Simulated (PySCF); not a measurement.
# Property card for cyclo-(Me2SiS)4, C8H24S4Si4

Compound: cyclo-(Me2SiS)4, C8H24S4Si4.
Bonds: Si1–C2, Si1–C3, Si1–S4, Si1–S16, S4–Si5, Si5–C6, Si5–C7, Si5–S8, S8–Si9, Si9–C10, Si9–C11, Si9–S12, S12–Si13, Si13–C14, Si13–C15, Si13–S16. Hydrogens: H17, H18, H19 on C2; H20, H21, H22 on C3; H23, H24, H25 on C6; H26, H27, H28 on C7; H29, H30, H31 on C10; H32, H33, H34 on C11; H35, H36, H37 on C14; H38, H39, H40 on C15.

PBE0-D3(BJ)/def2-SVP geometry optimisation, gas phase (PySCF):

```
Point group                  : S4
Rotational constants A, B, C : 0.287, 0.287, 0.197 GHz
```

PBE0/pcSseg-1 ground state and GIAO shieldings, non-relativistic (PySCF):

```
Dipole moment                                               : 0.00 D by symmetry (numerical residue 0.01 D)
HOMO energy                                                 : -6.86 eV
LUMO energy                                                 : 0.09 eV
HOMO–LUMO gap                                               : 6.95 eV
Lowest Hirshfeld atomic charge                              : -0.22 e on C2/C3/C6/C7/C10/C11/C14/C15
Highest Hirshfeld atomic charge                             : +0.34 e on Si1/Si5/Si9/Si13
13C chemical shifts (computed TMS as zero) by class         : 8.9 (C2/C3/C6/C7/C10/C11/C14/C15) ppm
1H chemical shifts (computed TMS as zero) by class          : 0.63 (H17 and 23 like it) ppm
Isotropic shieldings of nuclei other than C and H, by class : 319 (Si1/Si5/Si9/Si13), 672 (S4/S8/S12/S16) ppm
Mayer bond orders between heavy atoms                       : Si1–C2 0.98, Si1–C3 0.98, Si1–S4 0.94, Si1–S16 1.00, S4–Si5 1.00, Si5–C6 0.99, Si5–C7 0.98, Si5–S8 0.94, S8–Si9 1.00, Si9–C10 0.98, Si9–C11 0.99, Si9–S12 0.94, S12–Si13 1.00, Si13–C14 0.99, Si13–C15 0.98, Si13–S16 0.94
```

Monoisotopic mass (most abundant isotopes): 359.9838 u.

Point group S4 forbids a permanent dipole, so the rigid molecule has no electric-dipole pure rotational spectrum. With B = h/(8π²I), that is 505.379 GHz u Å² over I, the principal moments of inertia are 1762.3, 1763.3 and 2559.5 u Å² (most abundant isotopes). The rotational constants are those of an oblate symmetric top.

 NMR classes are plain means over equivalent atoms (diastereotopic ones count apart unless rotation or inversion swaps them), as if these changed places fast; in this geometry the members of some classes differ.

For the NMR shielding job (PBE0/pcSseg-1), time: 4.2 min wall, 8.9 min CPU (with the writing of density and orbital grids); peak memory 4.2 GiB. Hardware: 2 threads, Intel Xeon 6975P-C (x86_64), shared host.

One conformer stands for the species.

Dipole moments in a basis without diffuse functions can be off by tens of per cent, above all for small hydrides.
